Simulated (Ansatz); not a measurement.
A CCSD(T) single point on `O=C(O)[CH2][GaH2]`.

```yaml
crystal:
  periodic: [false, false, false]
  atoms:
    - {symbol: O, position_ang: [0.738848, -2.105608, 0.434271]}
    - {symbol: C, position_ang: [0.199626, -1.039914, 0.412989]}
    - {symbol: O, position_ang: [0.528305, -0.055654, 1.329628]}
    - {symbol: C, position_ang: [-0.768709, -0.460640, -0.540159]}
    - {symbol: Ga, position_ang: [0.034146, 1.378921, -0.656314]}
    - {symbol: H, position_ang: [1.214161, -0.405653, 1.915157]}
    - {symbol: H, position_ang: [-0.867430, -1.085288, -1.423068]}
    - {symbol: H, position_ang: [-1.738320, -0.336807, -0.052688]}
    - {symbol: H, position_ang: [-0.793151, 2.591069, -0.113863]}
    - {symbol: H, position_ang: [1.452534, 1.519584, -1.305952]}
basis:
  gaussian: {orbitals: def2-TZVPP}
correlation: {method: ccsd_t}
output: {orbitals: {seedname: orbitals}}
```

```sh
$ ansatz run in.yaml --threads 4 --pin off --events-out ev --progress --plain --max-ram 10444MiB
```

Log, shortened:

```
Functional definition: HF
1498 factors; integrals over basis functions are off by at most 9.6e-4 eV
mean field evaluation 1: about -58546.8231 eV, gradient 4.5e1 eV
mean field evaluation 2: about -58547.0490 eV, gradient 4.5e1 eV
mean field evaluation 4: about -58551.2716 eV, gradient 4.9e0 eV
mean field evaluation 8: about -58551.3607 eV, gradient 5.4e-1 eV
mean field evaluation 16: about -58551.3628 eV, gradient 2.2e-6 eV
mean field -58551.36280146 eV, -2151.7228954144 hartree, gradient 2.2e-6 eV, S^2 0.000000; 0 other end points of the search recorded, 0 dependent functions left out
13 core orbitals not correlated: weight in the atoms' cores, before any rotation towards them, 1.000 or more for the frozen orbitals, at most 0.000 for the correlated occupied ones
reference -58551.36280146 eV, -2151.7228954144 hartree; 19, 19 occupied and 210, 210 virtual orbitals, 1498 factors
second order -27.96946737 eV of doubles, -0.00000000 eV of singles
cycle   1  -27.38979272 eV  change    5.8e-1 eV  update   1.4e-1
cycle   2  -28.23150892 eV  change   -8.4e-1 eV  update   4.2e-2
cycle   3  -28.40377285 eV  change   -1.7e-1 eV  update   2.1e-2
cycle   4  -28.38205937 eV  change    2.2e-2 eV  update   5.1e-3
cycle   5  -28.37906475 eV  change    3.0e-3 eV  update   2.6e-3
cycle   6  -28.38055172 eV  change   -1.5e-3 eV  update   8.2e-4
cycle   7  -28.38041274 eV  change    1.4e-4 eV  update   3.9e-4
cycle   8  -28.38020991 eV  change    2.0e-4 eV  update   1.5e-4
cycle   9  -28.38024370 eV  change   -3.4e-5 eV  update   5.9e-5
cycle  10  -28.38029202 eV  change   -4.8e-5 eV  update   2.5e-5
cycle  11  -28.38025288 eV  change    3.9e-5 eV  update   9.9e-6
perturbative correction -1.19529099 eV, -0.0439261335 hartree
Total energy: -58580.93834532 eV, -2152.8097766043 hartree
```

Run time 4 min (4 threads of an Arm Neoverse V2 on a shared host); peak host memory 5 GiB.

MP2 recovers 94.6 % of the CCSD(T) correlation energy and the triples give 4.0 %; T1 = 0.0147.
